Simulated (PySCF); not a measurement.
Ge(Me)(SH) (CH4GeS), SMILES [SH][Ge][CH3] (connectivity only; charge and spin as stated), neutral, multiplicity 1.

The structure is a stationary point at PBE0-D3(BJ)/def2-SVP. One conformer was computed; it need not be the lowest.

The numbers are results of TDDFT-LC-ωPBE/def2-SVPD in PySCF, not measurements.

Vertical excitations. Isolated molecule, no solvent.

```json
[
 {"state": "S1", "energy (eV)": "3.22", "λ (nm)": "386", "f": "0.019", "main pairs": "HOMO→LUMO 99 %"},
 {"state": "S2", "energy (eV)": "5.25", "λ (nm)": "236", "f": "0.019", "main pairs": "HOMO−1→LUMO 86 %"},
 {"state": "S3", "energy (eV)": "5.31", "λ (nm)": "234", "f": "0.000", "main pairs": "HOMO−2→LUMO 97 %"},
 {"state": "S4", "energy (eV)": "6.29", "λ (nm)": "197", "f": "0.389", "main pairs": "HOMO→LUMO+1 73 %"},
 {"state": "S5", "energy (eV)": "6.67", "λ (nm)": "186", "f": "0.049", "main pairs": "HOMO→LUMO+2 74 %"},
 {"state": "S6", "energy (eV)": "6.86", "λ (nm)": "181", "f": "0.002", "main pairs": "HOMO−1→LUMO+2 34 %, HOMO−1→LUMO+6 25 %, HOMO−1→LUMO+1 16 %, HOMO−1→LUMO+3 8 %"},
 {"state": "S7", "energy (eV)": "7.19", "λ (nm)": "172", "f": "0.052", "main pairs": "HOMO−1→LUMO+1 67 %, HOMO−1→LUMO+2 25 %"},
 {"state": "S8", "energy (eV)": "7.27", "λ (nm)": "171", "f": "0.197", "main pairs": "HOMO→LUMO+3 62 %, HOMO→LUMO+7 11 %, HOMO→LUMO+2 11 %"},
 {"state": "S9", "energy (eV)": "7.72", "λ (nm)": "161", "f": "0.142", "main pairs": "HOMO→LUMO+6 50 %, HOMO→LUMO+4 19 %"},
 {"state": "S10", "energy (eV)": "7.97", "λ (nm)": "156", "f": "0.006", "main pairs": "HOMO−3→LUMO 95 %"},
 {"state": "T1", "energy (eV)": "2.01", "λ (nm)": "617", "f": "0", "main pairs": "HOMO→LUMO 96 %"},
 {"state": "T2", "energy (eV)": "4.25", "λ (nm)": "292", "f": "0", "main pairs": "HOMO−1→LUMO 96 %"},
 {"state": "T3", "energy (eV)": "4.85", "λ (nm)": "256", "f": "0", "main pairs": "HOMO→LUMO+1 73 %"},
 {"state": "T4", "energy (eV)": "4.89", "λ (nm)": "254", "f": "0", "main pairs": "HOMO−2→LUMO 96 %"}
]
```
Triplets are in the Tamm–Dancoff approximation, which puts them higher than full response would, so one can lie above its singlet here.
